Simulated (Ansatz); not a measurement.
Relaxation of CH6OSn (9 atoms, charge 0, multiplicity 1), to a largest force component of 0.03 eV/Å in at most 50 steps.

Level of theory: Ansatz, RHF/def2-SVP.

```xyz
9
Properties=species:S:1:pos:R:3
Sn 0.119 -0.140 0.140
H 0.422 -0.230 1.828
C 2.234 0.053 0.317
H 2.545 -0.845 0.854
H 2.876 0.186 -0.555
H 2.362 0.908 0.981
O -0.765 1.525 -0.419
H -1.699 1.530 -0.555
H -0.642 -1.437 -0.658
```

Where does it end, and by what steps?

The run converged. After 6 steps the energy has fallen by 0.810 eV; H2 moved furthest, 0.88 Å.

```csv
step,energy less start (eV),largest force component (eV/Å),accepted
0,0.0000,1.632,yes
1,-0.3662,0.955,yes
2,-0.5746,0.528,yes
3,-0.7276,0.363,yes
4,-0.7908,0.563,yes
5,-0.8043,0.344,yes
6,-0.8100,0.026,yes
```

```xyz
9
Properties=species:S:1:pos:R:3
Sn 0.152 -0.179 0.366
H -0.442 -0.351 1.965
C 2.279 0.082 0.283
H 2.794 -0.766 0.736
H 2.599 0.175 -0.755
H 2.559 0.990 0.817
O -0.574 1.499 -0.381
H -1.508 1.575 -0.493
H -0.408 -1.477 -0.605
```

Whether the end is a true minimum wasn't checked by a vibrational analysis.

Run time: 17 s on 1 thread of Arm Neoverse V1 (shared host), peak memory 0.15 GiB.
